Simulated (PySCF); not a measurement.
A calculated (r2SCAN, PySCF 2.14, aug-cc-pVDZ-DK, scalar relativity by spin-free X2C-1e) atom or ion has these occupied shells.

```tsv
shell	electrons	orbital energy (eV)	rms radius, mean of both spins (bohr)
1s α	1	-749.70	0.204
1s β	1	-747.02	0.204
2s α	1	-94.937	0.965
2s β	1	-88.292	0.965
2p α	2	-76.401	0.911
```

Problem. Name the element and its charge.

Solution. F³⁺ (fluorine, charge +3), in [He] 2s2 2p2, high-spin 3P determinant.
